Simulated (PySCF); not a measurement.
Si(H)(Me)2(PH2) (C₂H₉PSi), SMILES C[SiH](C)P.

Coordinates come from a PBE0-D3(BJ)/def2-SVP optimisation. Other conformers were not sampled.

The numbers are results of SMD-ωB97X/6-31G* run with PySCF, not measurements.

Solvation free energies are E(SMD) − E(gas) at the gas-phase geometry, for 1 M in both phases. In vacuum the dipole moment is 1.89 D.

Task: Rank water, toluene, diethylether by solvation free energy, most negative first.

Result: diethylether (-1.9 kcal/mol), toluene (-1.1 kcal/mol), water (1.5 kcal/mol)
